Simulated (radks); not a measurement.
Re61+, 14 electrons, occupied as [Ne] 3s2 3p2 (the NIST ground configuration). All-electron calculation, Dirac Kohn-Sham, PBEsol, spin-unpolarised, spherical densities, finite nucleus; open shells fill j = l - 1/2 first; Fermi nuclear charge, rms radius 5.3698 fm. Program: a radial shooting solver on a logarithmic mesh with Libxc functionals.

Unscreened Slater integrals over Kohn-Sham orbitals (cm^-1). Large and small components are both included. Empty in this configuration: 3p3/2.

| integral | value |
|---|---|
| F0(3p1/2,3p1/2) | 1163500 |
| F0(3p1/2,3s1/2) | 1121200 |
| G1(3p1/2,3s1/2) | 692210 |
| F0(3p1/2,2p3/2) | 1518700 |
| G2(3p1/2,2p3/2) | 167920 |
| F0(3p1/2,2p1/2) | 1559100 |
| G0(3p1/2,2p1/2) | 179010 |
| F0(3p1/2,3p3/2) | 1122700 |
| G2(3p1/2,3p3/2) | 540640 |
| F0(3s1/2,3s1/2) | 1087900 |
| F0(3s1/2,2p3/2) | 1419100 |
| G1(3s1/2,2p3/2) | 147400 |
| F0(3s1/2,2p1/2) | 1449800 |
| G1(3s1/2,2p1/2) | 151070 |
| F0(3s1/2,3p3/2) | 1086300 |
| G1(3s1/2,3p3/2) | 699230 |
| F0(2p3/2,2p3/2) | 2877200 |
| F2(2p3/2,2p3/2) | 1371100 |
| F0(2p3/2,2p1/2) | 3043600 |
| G2(2p3/2,2p1/2) | 1334700 |
| F0(2p3/2,3p3/2) | 1436700 |
| F2(2p3/2,3p3/2) | 382330 |
| G0(2p3/2,3p3/2) | 153590 |
| G2(2p3/2,3p3/2) | 169350 |
| F0(2p1/2,2p1/2) | 3253500 |
| F0(2p1/2,3p3/2) | 1470900 |
| G2(2p1/2,3p3/2) | 164670 |
| F0(3p3/2,3p3/2) | 1087500 |
| F2(3p3/2,3p3/2) | 540030 |
